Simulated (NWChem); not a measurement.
# C₃H₃, doublet; SMILES CC#[C]

Program: NWChem. Spin-unrestricted. In the optimisation the excess spin sits in a (C3, its own frame). No stability test was run on the SCF state. Each level has its own optimisation; frequencies are unscaled. Brackets give each atom's bonded neighbours.

For level PBE0/def2-SVP:

| Item | Result |
|---|---|
| lowest (cm⁻¹) | 256 |

How do the values read with level B3LYP/3-21G instead?


| Quantity | Value |
|---|---|
| lowest (cm⁻¹) | 209 |
